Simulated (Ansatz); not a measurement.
Ansatz results at the PBE0-D4/def2-TZVP geometry: size of the dipole moment (ωB97M-V/def2-TZVPP) 1.71 D; HOMO energy (PBE/def2-TZVPP) -6.36 eV; size of the dipole moment (B3LYP/def2-TZVPP) 1.72 D.

Question: Which molecule gave them?
A. `C#C[SiH2]CCl`
B. `[SiH3]C1=C(Cl)C1`
C. `CNCN`
D. `CC1=C(Cl)[SiH2]1`

Answer: D. The others give `C#C[SiH2]CCl`: 1.45, -6.73, 1.44; `[SiH3]C1=C(Cl)C1`: 0.55, -6.13, 0.56; `CNCN`: 1.46, -5.12, 1.43.

B3LYP here is the variant with VWN-RPA as its local correlation; programs differ in this.
